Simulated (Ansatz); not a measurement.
Basis sets compared for In(IMe)Cl3 (C5H8Cl3InN2). Charge 0, multiplicity 1. Geometry PBE-D4/def2-SVP. Ansatz on 4 threads of Arm Neoverse V2 on a shared host; times are rough, and most runs start from earlier orbitals.

Cartesian coordinates in Å:
```
In -0.7166 -2.2712 -0.4121
C -0.0590 -0.1433 -0.0868
N 0.4268 0.7879 -0.9491
C 0.5796 0.5828 -2.3893
C 0.7458 1.9539 -0.2725
C 0.4480 1.7354 1.0512
N -0.0441 0.4454 1.1376
C -0.4780 -0.2288 2.3621
H -0.4015 0.3672 -2.8521
H 1.0142 1.4955 -2.8341
H 1.2377 -0.2842 -2.5851
H 1.1488 2.8362 -0.7791
H 0.5462 2.3883 1.9235
H 0.2041 -1.0745 2.5819
H -0.4749 0.4969 3.1946
H -1.5000 -0.6315 2.2120
Cl 0.7968 -3.4748 1.0082
Cl -0.5162 -2.7172 -2.7529
Cl -2.9576 -2.2641 0.4420
```

In the def2 sets In takes a core potential; there is no spin–orbit coupling.

Binding counts from free atoms (In doublet, C triplet, N quartet, H doublet, Cl doublet) in the same basis, without a counterpoise term.

```csv
level,functions,energy (Eh),HOMO (eV),LUMO (eV),binding per atom (eV),wall time
PBE-D4/def2-SVP,218,-1874.1788,-6.34,-2.09,4.29,4.5 s
PBE0-D4/def2-SVP,218,-1874.3224,-7.81,-1.22,4.20,7.5 s
```

(1) Estimate the rows for PBE-D4/def2-TZVP, PBE0-D4/def2-TZVP (with forces).

## Answers

(1) 
```
                          level  functions  energy (Eh)  HOMO (eV)  LUMO (eV)  binding per atom (eV)  wall time
               PBE-D4/def2-TZVP        426   -1874.9896      -6.65      -2.24                   4.23       11 s
PBE0-D4/def2-TZVP (with forces)        426   -1875.1223      -8.05      -1.33                   4.14       39 s
```
